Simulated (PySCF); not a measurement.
Sc(OH)3 (H3O3Sc), SMILES [OH][Sc]([OH])[OH].

Coordinates come from a PBE-D3(BJ)/def2-SVP optimisation. Other conformers were not sampled.

Calculation: PySCF with PBE-D3(BJ)/def2-SVP.

Frequencies are harmonic and unscaled.

Modes within 1.5 cm⁻¹ of each other (mostly degenerate sets) share a row, with their intensities summed.

```json
[
 {"mode": "1", "ν (cm⁻¹)": "79", "IR (km/mol)": "6.2", "moving atoms (share of kinetic energy)": "Sc 48 %, O 31 %, H 21 %"},
 {"mode": "2–3", "ν (cm⁻¹)": "154", "IR (km/mol)": "41.5", "moving atoms (share of kinetic energy)": "O 59 %, H 28 %, Sc 13 %"},
 {"mode": "4", "ν (cm⁻¹)": "303", "IR (km/mol)": "0.0", "moving atoms (share of kinetic energy)": "H 86 %, O 14 %"},
 {"mode": "5–6", "ν (cm⁻¹)": "345", "IR (km/mol)": "389.5", "moving atoms (share of kinetic energy)": "H 68 %, O 31 %"},
 {"mode": "7–8", "ν (cm⁻¹)": "387", "IR (km/mol)": "0.0", "moving atoms (share of kinetic energy)": "H 88 %, O 12 %"},
 {"mode": "9", "ν (cm⁻¹)": "416", "IR (km/mol)": "450.4", "moving atoms (share of kinetic energy)": "H 76 %, O 19 %"},
 {"mode": "10", "ν (cm⁻¹)": "643", "IR (km/mol)": "0.0", "moving atoms (share of kinetic energy)": "O 92 %, H 8 %"},
 {"mode": "11–12", "ν (cm⁻¹)": "736", "IR (km/mol)": "437.6", "moving atoms (share of kinetic energy)": "O 54 %, Sc 39 %"},
 {"mode": "13–14", "ν (cm⁻¹)": "3811", "IR (km/mol)": "288.2", "moving atoms (share of kinetic energy)": "H 94 %"},
 {"mode": "15", "ν (cm⁻¹)": "3814", "IR (km/mol)": "0.0", "moving atoms (share of kinetic energy)": "H 94 %"}
]
```
